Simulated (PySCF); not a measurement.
Gas-phase reaction: 2 GeO + 4 H₂O₂ → 2 GeH₄ + 5 O₂

Computed with PySCF and rigid-rotor harmonic-oscillator thermochemistry at 1 bar. S°(298 K) at PBE0/def2-TZVP differs from the NASA 1993 table for H₂O₂ (-8 J/mol/K); whether the harmonic model or the table's entry is off was not settled. † marks an energy on the PBE0/def2-TZVP geometry and frequencies; other levels use their own. MP2 and CCSD(T) freeze the core. 6-31G* has spherical d functions here. Open shells (unrestricted): O₂ (multiplicity 3); the rest are closed-shell singlets. B3LYP is the form with VWN-RPA correlation. Ge: all electrons, no relativistic terms. No R ln 2 is added for the mirror-image form of H₂O₂. MP2 isn't extrapolated to the basis-set limit; its ΔH°(298 K) is 564.7 kJ in def2-SVP and 772.0 kJ in def2-TZVPP. CCSD(T) isn't extrapolated to the basis-set limit; its ΔH°(298 K) is 528.6 kJ in def2-SVP and 685.2 kJ in def2-TZVPP. The harmonic model lacks anharmonicity and excited electronic states, which grow with temperature; levels with a mode under 35 cm⁻¹ are left out. Internal rotation in H₂O₂ is treated as a harmonic vibration of one conformer, which makes the entropy rough. Warning, large T1 diagnostic: GeO (CCSD(T)/def2-TZVPP†).

```tsv
level	ΔE electronic, kJ	ΔH°(298 K), kJ	ΔS°(298 K), J/K	ΔG°(600 K), kJ
B3LYP/def2-TZVP†	684	600	105	536
BLYP/def2-TZVP†	713	628	105	565
CCSD(T)/def2-TZVPP†	770	685	105	622
HF/6-31G*	158	65	105	1
M06-2X/def2-TZVP†	749	664	105	601
MP2/def2-SVP†	649	565	105	501
PBE/def2-TZVP†	680	595	105	532
ωB97M-V/def2-TZVP†	740	656	105	592
ωB97X-V/def2-TZVP†	623	539	105	475
```
ΔH° is lowest at HF/6-31G* and highest at CCSD(T)/def2-TZVPP†. No reference value is set beside these.
